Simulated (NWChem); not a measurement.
## Basis-set convergence for H2ClNSn

```xyz
5

Sn     0.4507    -0.3805     0.0000
Cl    -1.9050     0.2196     0.0000
N      1.0596     1.5762     0.0000
H      2.0323     1.8983     0.0000
H      0.3988     2.3610     0.0000
```
Charge 0, spin multiplicity 1.

All runs are NWChem calculations. All single points use one geometry, from PBE/def2-SVP with def2 effective core potentials on Sn, a minimum by its harmonic frequencies. It is one conformer; others weren't searched.

Quantity: vertical ionisation energy at the level ΔMP2 (Δ: difference of total energies, the cation a doublet at the parent's geometry with its hole in an orbital of symmetry a' (Cs labels); it is the state that the SCF runs reached, from PBE0 orbitals for Hartree-Fock references, and need not be the lowest).

Effective core potentials replace the inner electrons of Sn; spin-orbit coupling is left out. The correlated methods keep 10 core orbitals frozen. The structure started from a generated list of species. No SCF solution was tested for a lower state. Open-shell Hartree-Fock references start from PBE0 orbitals; any time given for them includes that run.

Costs are rough ratios of processor time within this set of runs, SCF included, with def2-SVP as 1.

```tsv
basis	functions	vertical ionisation energy (eV)	relative cost
def2-SVP	68	9.35	1
def2-SVPD	95	9.68	under 3
def2-TZVP	130	9.93	4
def2-TZVPP	151	9.95	6
def2-TZVPD	157	10.00	7
```

Smallest basis within 0.1 eV of def2-TZVPD, the largest set run: def2-TZVP, with 130 functions against 157 (also within reach: def2-TZVPP). def2-TZVPD isn't the basis-set limit itself, and a small set can land close by cancellation.
